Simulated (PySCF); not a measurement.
A GIAO shielding run with PySCF 2.14.0 with density-fitted response routines (density fitting, non-relativistic, gas phase) on `InChI=1S/C4H14Si4/c1-3-4-8-6-5-7(8)2/h3,7-8H,1,4-6H2,2H3/t7-,8-/m1/s1`:

```
$ OMP_NUM_THREADS=1 python probes_run.py task.json out

{"job": {"kind": "nmr", "xc": "mPW1PW91", "basis": "pcSseg-1", "pop": false}, "charge": 0, "multiplicity": 1}
C      2.953396     0.908430    -1.390136
C      2.837837     0.272744    -0.220856
C      1.911830    -0.862057     0.061773
Si     0.394889    -0.272493     1.063637
Si    -1.255176    -1.961335     1.079852
Si    -1.877178    -1.159481    -1.052976
Si    -1.047898     0.944540    -0.355595
C     -2.373957     1.867664     0.626872
H      2.372884     0.602586    -2.267280
H      3.630991     1.756736    -1.512084
H      3.437291     0.625016     0.628675
H      2.412172    -1.657073     0.639867
H      1.540283    -1.315485    -0.872406
H      0.834783     0.333137     2.361456
H     -0.863716    -3.394876     1.255717
H     -2.338048    -1.624979     2.060987
H     -0.988276    -1.767678    -2.095773
H     -3.303077    -1.288231    -1.488425
H     -0.429117     1.825518    -1.395694
H     -3.180875     2.218727    -0.034114
H     -2.817840     1.210112     1.389770
H     -1.938797     2.740717     1.138400
```

Hardware: 1 thread of an Arm Neoverse V1, shared host. The job also computes ring-centre shieldings.

Question: How large is the calculation?

Answer: 94 electrons, 234 basis functions and 1308 auxiliary functions.

Question: How long does it take, and how much memory does it need?

Answer: 64 s of wall time, with 12 SCF cycles and 5 response iterations; peak memory 1.2 GiB. Times on a shared host scatter by some tens of per cent.

Question: And these other runs on the same molecule and hardware: GIAO shielding at PBE0/pcSseg-1?

Answer: PBE0/pcSseg-1: 234 functions, 63 s.
